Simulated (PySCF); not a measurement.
**Simulated absorption spectrum**

Species: C4H13PSi2.
Cartesian coordinates in Å at the PBE0-D3(BJ)/def2-SVP level; atoms count from 1:
```xyz
20
C4H13PSi2 angstrom
C     -2.5187    0.4327   -1.4431
C     -2.3123   -0.5735   -0.3416
C     -1.8555   -0.1567    1.0183
C     -0.9351   -0.9756    0.1381
Si     0.6660   -0.2595   -0.5016
P      2.2893   -0.8723    0.9571
Si     3.8856    0.5444    0.2169
H     -2.3999   -0.0303   -2.4354
H     -1.8019    1.2646   -1.3722
H     -3.5306    0.8649   -1.3942
H     -3.0337   -1.3985   -0.3579
H     -2.2906   -0.6393    1.8974
H     -1.6111    0.9011    1.1655
H     -0.8363   -2.0294    0.4256
H      0.5696    1.2287   -0.6392
H      1.0546   -0.8264   -1.8308
H      1.8332   -0.0077    2.0011
H      3.4060    1.9498    0.0335
H      5.0232    0.5468    1.1855
H      4.3691    0.0280   -1.0992
```

Theory: TDDFT CAM-B3LYP/def2-SVPD, vertical, gas phase, core orbitals frozen in the response in PySCF.

Broadening: Gaussians 0.4 eV wide at half height, area fixed by f = 4.319×10⁻⁹ ∫ε dν̃. The width is an assumption, not a result. The curve ends short of the highest state used, and states not computed would add to its high-energy end.

```
E (eV)  ε (L mol⁻¹ cm⁻¹)
  5.65                 1
  5.70                 4
  5.75                10
  5.80                23
  5.85                51
  5.90               104
  5.95               197
  6.00               350
  6.04               530
  6.09               846
  6.14              1282
  6.19              1853
  6.24              2570
  6.29              3436
  6.34              4451
  6.39              5603
  6.44              6861
  6.49              8150
  6.54              9340
  6.59             10249
  6.63             10643
  6.68             10595
  6.73              9903
  6.78              8652
  6.83              7049
  6.88              5360
  6.93              3842
  6.98              2688
  7.03              2033
  7.08              1982
```

**Question.** Where are the band maxima, and which computed states make them?

**Answer.** 186 nm (6.65 eV), ε about 11000, made up of S2 (12%), S3 (60%) and S4 (28%) (ε in L mol⁻¹ cm⁻¹; maxima over ε = 5, shares over 10%). At its high-energy end, 7.08 eV, the curve is still rising (ε about 2000, from S3, S4, S7 and S8). The states used: S1 6.25 eV (f 0.010); S2 6.43 eV (f 0.042); S3 6.65 eV (f 0.095); S4 6.75 eV (f 0.053); S5 7.17 eV (f 0.0016); S6 7.23 eV (f 0.0010); S7 7.43 eV (f 0.056); S8 7.56 eV (f 0.415); S9 7.66 eV (f 0.086); S10 7.68 eV (f 0.091).

**Question.** Coming from long wavelengths, where does ε first pass 100 L mol⁻¹ cm⁻¹?

**Answer.** At about 210 nm (5.90 eV), 0.35 eV below S1.

**Question.** What would ε be at 6.65 eV, the highest of these maxima, with half the width (0.2 eV)?

**Answer.** About 16600 L mol⁻¹ cm⁻¹ against 10700, a factor of about 1.6; a lone state at its own centre would give exactly 2.

**Question.** On this curve, what absorbance would a 10⁻⁴ mol/L sample give at 193 nm over a 1 cm path?

**Answer.** 193 nm is 6.424 eV, where ε is about 6500 L mol⁻¹ cm⁻¹, so A = ε c l ≈ 0.65 (Beer–Lambert, with the gas-phase spectrum and the assumed width).

All these states lie below the vertical ionisation energy of 9.09 eV (ΔSCF).

Time: 17 min; peak memory 1.2 GiB. Hardware: Intel Xeon at 2.50 GHz, one thread (shared host).

One conformer stands for the species.
